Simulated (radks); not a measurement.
Au III, 77 electrons, occupied as [Xe] 4f14 5d9. Calculated with a radial shooting solver on a logarithmic mesh with Libxc functionals: Dirac Kohn-Sham, exchange-only PBE, spin-unpolarised, spherical densities, finite nucleus; open shells are shared between the two j in proportion to 2j + 1; Fermi nuclear charge, rms radius 5.4371 fm.

Radial electron density D(r) = 4 pi r^2 rho(r):

| r (bohr) | D(r) (e/bohr) |
|---|---|
| 0.0009812 | 10.34 |
| 0.001298 | 15.56 |
| 0.001732 | 23.28 |
| 0.002309 | 34.03 |
| 0.00308 | 48.23 |
| 0.004108 | 65.66 |
| 0.005436 | 84.21 |
| 0.00725 | 101.7 |
| 0.00967 | 112.7 |
| 0.0129 | 113.6 |
| 0.01707 | 106.4 |
| 0.02276 | 101.3 |
| 0.03036 | 111.8 |
| 0.04049 | 135.7 |
| 0.054 | 146.6 |
| 0.07145 | 129.3 |
| 0.0953 | 115.5 |
| 0.1271 | 132.6 |
| 0.1695 | 127.6 |
| 0.2243 | 85.69 |
| 0.2992 | 78.95 |
| 0.399 | 88.06 |
| 0.5322 | 57.32 |
| 0.7098 | 29.03 |
| 0.9392 | 21.13 |
| 1.253 | 14.21 |
| 1.671 | 6.691 |
| 2.228 | 2.271 |
| 2.948 | 0.5465 |
| 3.933 | 0.07068 |
| 5.245 | 0.003739 |

D(r) has 4 maxima, at r = 0.0114, 0.0519, 0.144, 0.374 bohr, and minima at 0.0224, 0.0930, 0.265 bohr, inside which lie 2.03, 11.09, 29.99 electrons.
